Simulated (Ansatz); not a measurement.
## How methods differ on AlH2I (SMILES [H][Al]([H])[I])

The species is AlH2I (4 atoms), meant as a singlet with charge 0. As SMILES, `[H][Al]([H])[I]`. The shape comes from GFN2-xTB, which is rough for such elements, and wasn't checked as a minimum.

```xyz
4

Al    0.1134    0.1896    0.0013
H     1.6492    0.2169    0.0106
H    -0.5891    1.5553   -0.0222
I    -1.1735   -1.9618    0.0104
```

Quantity: the energy change with the Al1–I4 bond stretched from 2.507 to 3.761 Å, in eV. The values are calculated.

```
                        level                    kind  program  value (eV)  CPU time (all runs)
       HF/STO-3G (restricted)            Hartree–Fock   Ansatz        4.83               0.76 s
    SVWN5/STO-3G (restricted)                     LDA   Ansatz        3.98                2.6 s
   revPBE/STO-3G (restricted)                     GGA   Ansatz        3.70                4.1 s
   r2SCAN/STO-3G (restricted)                meta-GGA   Ansatz        3.98                 11 s
    B3LYP/STO-3G (restricted)           global hybrid   Ansatz        3.93                3.9 s
CAM-B3LYP/STO-3G (restricted)  range-separated hybrid   Ansatz        4.32                4.1 s
  wB97M-V/STO-3G (restricted)  range-separated hybrid   Ansatz        4.45                 47 s
  RPA@PBE/STO-3G (restricted)                     RPA   Ansatz        3.70                5.5 s
      MP2/STO-3G (restricted)     perturbation theory   Ansatz        4.54               0.92 s
  BCCD(T)/STO-3G (restricted)   coupled cluster or CI   Ansatz        4.19                1.1 s
```

All-electron rows without a relativistic Hamiltonian named are non-relativistic. The first shape isn't each level's own minimum. The values span 3.70 to 4.83 eV. All rows use very small basis sets, so even the best lies far from the true value. In the correlated wave-function rows the outer d shell of I is correlated, in sets not made for it. Times are those of the runs behind each value, whatever else they computed, on shared processors of several kinds: orders of magnitude only.
